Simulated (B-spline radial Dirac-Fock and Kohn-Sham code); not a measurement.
Calculated with a radial atomic solver, using ΔSCF Dirac-Fock with Breit, self-energy and vacuum polarisation, finite nucleus, configuration average. Correlation and solid-state effects are left out.

**Question.** Identify the element and charge state from the binding energies below (tabulated ground configuration; the least bound level is included).

| level | binding energy (eV) |
| --- | --- |
| 1s | 16441.6 |
| 2s | 3242.2 |
| 2p1/2 | 3046.2 |
| 2p3/2 | 2984.1 |
| 3s | 1237.2 |

**Answer.** Rb²⁵⁺: Z = 37 with 12 electrons, [Ne] 3s2. The hydrogen-like estimate √(E/Ry) = 34.8 for the K level lies 2.2 below Z; the outermost level, at 1237.2 eV, fixes the charge.

**Question.** Identify the element and charge state from the binding energies below (tabulated ground configuration; the least bound level is included).

| level | binding energy (eV) |
| --- | --- |
| 1s | 74458.1 |
| 2s | 17822.0 |
| 2p | 16614.8 |

**Answer.** Ta⁶⁶⁺: Z = 73 with 7 electrons, [He] 2s2 2p3. The hydrogen-like estimate √(E/Ry) = 74.0 for the K level lies 1.0 above Z (screening lowers it, relativity raises it); the outermost level, at 16614.8 eV, fixes the charge.
